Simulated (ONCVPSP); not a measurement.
**technetium: variants of one ONCV potential**

Base potential:

technetium, optimised norm-conserving Vanderbilt (ONCV), made with ONCVPSP 4.0.1 (PBE, scalar-relativistic). Core [Ar] 3d10, reference 4s2 4p6 4d4 (charge +3). Waves: 4s: rc 1.25 bohr, ncon 4, nbas 7, qcut 4 1/bohr, 2 projectors, debl 3.4 Ha; 4p: rc 1.85 bohr, ncon 3, nbas 8, qcut 7.6 1/bohr, 2 projectors, debl 1 Ha; 4d: rc 1.40 bohr, ncon 4, nbas 7, qcut 6.7 1/bohr, 1 projector. Local part: polynomial inside 1.10 bohr (lpopt 5, dvloc0 6 Ha). Core correction: none.

In the s channel the program set the typed energies aside and used -3.810, 0.250 Ha. In the p channel the program set the typed energies aside and used -2.770, 0.050 Ha.

All-electron outer shells of the reference configuration (PBE, scalar-relativistic, ld1.x):

```
shell  level (eV)  outermost node (bohr)  outermost maximum (bohr)
   4s     -103.67                   0.50                      0.95
   4p      -75.38                   0.50                      1.01
   4d      -35.15                   0.50                      1.24
```

Cutoffs, loose and tight: the cutoffs (Ha) at which the residual kinetic energy of the hardest occupied pseudo-wave falls to 1 and 0.1 mHa per electron. They do not see the model core or the augmentation charge, which bear on the density cutoff. Test errors are all-electron minus pseudo excitation energies from the reference, over the configurations 4s2 4p6 4d5 5s2; 4s2 4p6 4d5 5s1; 4s2 4p6 4d5; 4s2 4p6 4d5 5s1.5. A dash means not determined; rows that change the core or the reference have their own tests.

| change | outcome | cutoff, loose | cutoff, tight | bound ghosts | GHOST(+) flags above zero | largest test error (meV) |
| --- | --- | --- | --- | --- | --- | --- |
| base | generated, projector energies reset by the program | 79 Ha | 106 Ha | none | none | +6.4 |
| all radii scaled by about 0.88 (s 1.10, p 1.64, d 1.24 bohr); local potential polynomial inside 0.96 bohr (lpopt 5, dvloc0 6 Ha) | generated, projector energies reset by the program | 100 Ha | 131 Ha | none | none | +9.0 |
| all radii scaled by about 0.94 (s 1.18, p 1.74, d 1.32 bohr); local potential polynomial inside 1.04 bohr (lpopt 5, dvloc0 6 Ha) | generated, projector energies reset by the program | 88 Ha | 118 Ha | none | s | +8.5 |
| all radii scaled by about 1.10 (s 1.38, p 2.04, d 1.54 bohr); local potential polynomial inside 1.22 bohr (lpopt 5, dvloc0 6 Ha) | generated, projector energies reset by the program | 63 Ha | 78 Ha | none | s | +4.3 |
| all radii scaled by about 1.24 (s 1.56, p 2.30, d 1.74 bohr); local potential polynomial inside 1.38 bohr (lpopt 5, dvloc0 6 Ha) | generated, projector energies reset by the program | 46 Ha | 55 Ha | none | none | +12 |
| all radii scaled by about 1.33 (s 1.66, p 2.46, d 1.86 bohr); local potential polynomial inside 1.46 bohr (lpopt 5, dvloc0 6 Ha) | generated, projector energies reset by the program | 37 Ha | 46 Ha | none | none | +7.6 |

**Question.** What comes out with this change to the base: all radii scaled by about 0.80 (s 1.00, p 1.48, d 1.12 bohr); local potential polynomial inside 0.88 bohr (lpopt 5, dvloc0 6 Ha)?

**Answer.** outcome: generated, projector energies reset by the program; cutoff, loose: 116 Ha; cutoff, tight: 133 Ha; bound ghosts: none; GHOST(+) flags above zero: s; largest test error (meV): +9.1.

**Question.** What comes out with this change to the base: all radii scaled by about 1.15 (s 1.44, p 2.12, d 1.60 bohr); local potential polynomial inside 1.26 bohr (lpopt 5, dvloc0 6 Ha)?

**Answer.** outcome: generated, projector energies reset by the program; cutoff, loose: 57 Ha; cutoff, tight: 68 Ha; bound ghosts: none; GHOST(+) flags above zero: s; largest test error (meV): +179.

Reading the sweep of the scale of all radii (base = 1) (base included, trends over the rows without a ghost): The loose cutoff falls from 116 Ha at 0.8 to 37 Ha at 1.33. A larger radius leaves more room for a smooth pseudo-wave, so fewer plane waves are needed; a smaller one forces it to follow the all-electron wave where it bends sharply. The median size of the test errors (rows with all tests solved) is not monotonic: lowest 3.5 meV at 1.1, highest 131.7 meV at 1.15.
